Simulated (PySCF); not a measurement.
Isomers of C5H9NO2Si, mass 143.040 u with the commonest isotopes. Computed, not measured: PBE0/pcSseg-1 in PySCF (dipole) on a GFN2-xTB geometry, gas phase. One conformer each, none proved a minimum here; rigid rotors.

Question: Order these by rotational constant A, largest first.
A. `[CH3:1][C:2](=[O:3])[NH:4][Si@H:5]1[CH:6]=[CH:7][CH2:8][O:9]1` with C1–C2–N4–Si5 175°, C2–N4–Si5–C6 81°, N4–Si5–C6–C7 116°, C6–C7–C8–O9 -6°, C7–C8–O9–Si5 12°, N4–Si5–O9–C8 -133°
B. `[H]/[N:1]=[CH:2]/[CH2:3][C@H:4]1[O:5][CH2:6][C:7](=[O:8])[SiH2:9]1` with N1–C2–C3–C4 13°, C2–C3–C4–O5 -153°, C3–C4–O5–C6 165°, C4–O5–C6–C7 -41°, O5–C6–C7–O8 -165°, C6–C7–Si9–C4 5°
C. `[CH3:1][O:2]/[C:3]([C:4]#[N:5])=[CH:6]/[O:7][SiH2:8][CH3:9]` with C1–O2–C3–C4 2°, C3–C6–O7–Si8 1°, C6–O7–Si8–C9 179°
D. `[CH:1]#[C:2][C:3](=[O:4])[O:5][Si@H:6]([CH3:7])[NH:8][CH3:9]` with C2–C3–O5–Si6 178°, C3–O5–Si6–C7 -60°, O5–Si6–N8–C9 180°
E. `[CH3:1][O:2][CH2:3][C@:4]([SiH3:5])([C:6]#[N:7])[CH:8]=[O:9]` with C1–O2–C3–C4 -171°, O2–C3–C4–Si5 21°, C3–C4–C8–O9 165°
F. `[CH2:1]=[CH:2][C:3](=[O:4])[NH:5][SiH2:6][C:7]([CH3:8])=[O:9]` with C1–C2–C3–O4 3°, C2–C3–N5–Si6 180°, C3–N5–Si6–C7 180°, N5–Si6–C7–C8 176°

Answer: F (4300 MHz), A (3783 MHz), C (3374 MHz), D (2887 MHz), B (2806 MHz), E (1921 MHz).

Question: Order these by dipole moment, smallest first.
A. `[CH3:1][O:2][CH2:3][C@:4]([SiH3:5])([C:6]#[N:7])[CH:8]=[O:9]` with C1–O2–C3–C4 -171°, O2–C3–C4–Si5 21°, C3–C4–C8–O9 165°
B. `[CH3:1][O:2]/[C:3]([C:4]#[N:5])=[CH:6]/[O:7][SiH2:8][CH3:9]` with C1–O2–C3–C4 2°, C3–C6–O7–Si8 1°, C6–O7–Si8–C9 179°
C. `[CH:1]#[C:2][C:3](=[O:4])[O:5][Si@H:6]([CH3:7])[NH:8][CH3:9]` with C2–C3–O5–Si6 178°, C3–O5–Si6–C7 -60°, O5–Si6–N8–C9 180°
D. `[H]/[N:1]=[CH:2]/[CH2:3][C@H:4]1[O:5][CH2:6][C:7](=[O:8])[SiH2:9]1` with N1–C2–C3–C4 13°, C2–C3–C4–O5 -153°, C3–C4–O5–C6 165°, C4–O5–C6–C7 -41°, O5–C6–C7–O8 -165°, C6–C7–Si9–C4 5°
E. `[CH2:1]=[CH:2][C:3](=[O:4])[NH:5][SiH2:6][C:7]([CH3:8])=[O:9]` with C1–C2–C3–O4 3°, C2–C3–N5–Si6 180°, C3–N5–Si6–C7 180°, N5–Si6–C7–C8 176°
F. `[CH3:1][C:2](=[O:3])[NH:4][Si@H:5]1[CH:6]=[CH:7][CH2:8][O:9]1` with C1–C2–N4–Si5 175°, C2–N4–Si5–C6 81°, N4–Si5–C6–C7 116°, C6–C7–C8–O9 -6°, C7–C8–O9–Si5 12°, N4–Si5–O9–C8 -133°

Answer: E (0.79 D), B (1.73 D), C (2.72 D), F (2.93 D), D (6.64 D), A (6.81 D).

Question: Order these by rotational constant C, smallest first.
A. `[CH3:1][O:2][CH2:3][C@:4]([SiH3:5])([C:6]#[N:7])[CH:8]=[O:9]` with C1–O2–C3–C4 -171°, O2–C3–C4–Si5 21°, C3–C4–C8–O9 165°
B. `[CH:1]#[C:2][C:3](=[O:4])[O:5][Si@H:6]([CH3:7])[NH:8][CH3:9]` with C2–C3–O5–Si6 178°, C3–O5–Si6–C7 -60°, O5–Si6–N8–C9 180°
C. `[CH3:1][C:2](=[O:3])[NH:4][Si@H:5]1[CH:6]=[CH:7][CH2:8][O:9]1` with C1–C2–N4–Si5 175°, C2–N4–Si5–C6 81°, N4–Si5–C6–C7 116°, C6–C7–C8–O9 -6°, C7–C8–O9–Si5 12°, N4–Si5–O9–C8 -133°
D. `[H]/[N:1]=[CH:2]/[CH2:3][C@H:4]1[O:5][CH2:6][C:7](=[O:8])[SiH2:9]1` with N1–C2–C3–C4 13°, C2–C3–C4–O5 -153°, C3–C4–O5–C6 165°, C4–O5–C6–C7 -41°, O5–C6–C7–O8 -165°, C6–C7–Si9–C4 5°
E. `[CH2:1]=[CH:2][C:3](=[O:4])[NH:5][SiH2:6][C:7]([CH3:8])=[O:9]` with C1–C2–C3–O4 3°, C2–C3–N5–Si6 180°, C3–N5–Si6–C7 180°, N5–Si6–C7–C8 176°
F. `[CH3:1][O:2]/[C:3]([C:4]#[N:5])=[CH:6]/[O:7][SiH2:8][CH3:9]` with C1–O2–C3–C4 2°, C3–C6–O7–Si8 1°, C6–O7–Si8–C9 179°

Answer: E (543.6 MHz), F (590.0 MHz), B (625.4 MHz), C (729.5 MHz), D (796.2 MHz), A (906.5 MHz).

| SMILES | point group | Ia (u·Å²) | Ib (u·Å²) | Ic (u·Å²) | κ | μa (D) | μb (D) | μc (D) |
| --- | --- | --- | --- | --- | --- | --- | --- | --- |
| [H]/N=C/C[C@H]1OCC(=O)[SiH2]1 | C1 | 180.11 | 479.81 | 634.71 | -0.74 | 6.59 | 0.68 | 0.36 |
| C=CC(=O)N[SiH2]C(C)=O | near Cs | 117.53 | 821.94 | 929.77 | -0.96 | 0.30 | 0.69 | 0.24 |
| C#CC(=O)O[Si@H](C)NC | C1 | 175.06 | 688.88 | 808.13 | -0.90 | 1.48 | 2.24 | 0.46 |
| CO/C(C#N)=C/O[SiH2]C | – | 149.77 | 718.96 | 856.53 | -0.92 | 0.21 | 1.71 | 0.03 |
| COC[C@]([SiH3])(C#N)C=O | C1 | 263.09 | 517.10 | 557.48 | -0.86 | 5.88 | 2.45 | 2.41 |
| CC(=O)N[Si@H]1C=CCO1 | C1 | 133.59 | 627.27 | 692.74 | -0.95 | 0.45 | 1.95 | 2.14 |
